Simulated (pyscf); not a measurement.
# `[CH3][InH][F]`, singlet

Gas-phase minimum from PySCF at ωB97X-D3(BJ)/def2-SVP, one conformer. 

```
C
H 1 1.0989
H 1 1.1005 2 109.28
H 1 1.1006 2 109.24 3 118.12
In 1 2.1355 2 109.54 4 120.86
F 5 1.9751 1 111.75 2 -0.79
H 5 1.7131 6 110.47 2 -179.73
```

Properties at ωB97X-D3(BJ)/def2-SVP:

| Quantity | Result |
|---|---|
| Harmonic wavenumbers, unscaled | 6, 137, 389, 499, 540, 603, 716, 747, 1217, 1442, 1447, 1866, 3080, 3184, 3204 cm⁻¹ |
| Zero-point energy | 27.3 kcal/mol |
| Rotational symmetry number | 1 |
| Entropy of this conformer at 298 K and 1 atm, rigid rotor and harmonic oscillator, modes under 100 cm⁻¹ raised to 100 | 315.4 J/(mol K) |
| Dipole moment | 3.28 D |

Single-point totals, which compare only within one level (frozen core for MP2 and CC):

| level | total energy (hartree) |
|---|---|
| ωB97X-D3(BJ)/def2-TZVP | -330.67234 |
| PBE/def2-TZVP | -330.41531 |
| r²SCAN/def2-TZVP | -330.57255 |
| B3LYP-D3(BJ)/def2-TZVP | -330.64977 |
| PBE0-D3(BJ)/def2-TZVP | -330.42322 |
| M06-2X/def2-TZVP | -330.43850 |
| ωB97M-D3(BJ)/def2-TZVP | -330.62277 |
| HF/def2-TZVPP | -328.92158 |
| MP2/def2-TZVPP | -329.64778 |
| CCSD/def2-TZVPP | -329.66027 |
| CCSD(T)/def2-TZVPP | -329.68332 |

The lowest mode is so soft that the shape along it may change with the basis. Soft torsions are taken as harmonic, which can shift the entropy by several J/(mol K). The CCSD(T) − MP2 part came from Ansatz, without density fitting, on the same reference. The frozen core leaves the outer d or s,p core shells of the metals and heavy elements correlated in the MP2 and CC values, and def2-TZVPP describes them poorly, so these totals are far from the basis limit. Elements past Kr carry the def2 core potentials, without spin-orbit coupling.
